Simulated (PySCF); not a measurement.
**Correlation energy of Cr (chromium, neutral)**

Starting occupation: [Ar] 3d4 4s1 4p1, 3d5/2 with m_j = -1/2, +1/2, +3/2, +5/2, 4s1/2 with m_j = +1/2, 4p3/2 with m_j = +3/2. All numbers are calculated (PySCF 2.14, X2C-1e with screened-nucleus spin-orbit coupling, Gaussian nucleus, in x2c-TZVPall-2c (6s7p4d1f, 54 functions)). Frozen: [Ne]; 14 electrons correlated; the 6 highest virtual spinors left out.

MP2 pair energies summed by pair of shells (mhartree):

```tsv
pair	energy	share (%)
3d-3p	-109.39	36.0
3p-3p	-87.71	28.8
3d-3d	-33.92	11.2
3p-3s	-24.94	8.2
3d-3s	-15.77	5.2
3p-4s	-8.56	2.8
3d-4s	-7.44	2.4
3d-4p	-4.51	1.5
3p-4p	-4.34	1.4
3s-3s	-4.16	1.4
4p-4s	-2.41	0.8
3s-4s	-0.66	0.2
3s-4p	-0.27	0.1
```

Total MP2 correlation energy: -304.07 mhartree.

The GHF reference relaxed away from the jj start to a determinant that is no pure jj level (⟨S²⟩ = 12.00, ⟨J²⟩ = 42.02); the energies belong to that determinant.

This basis was not built for core-valence correlation, so the inner-shell part is incomplete.
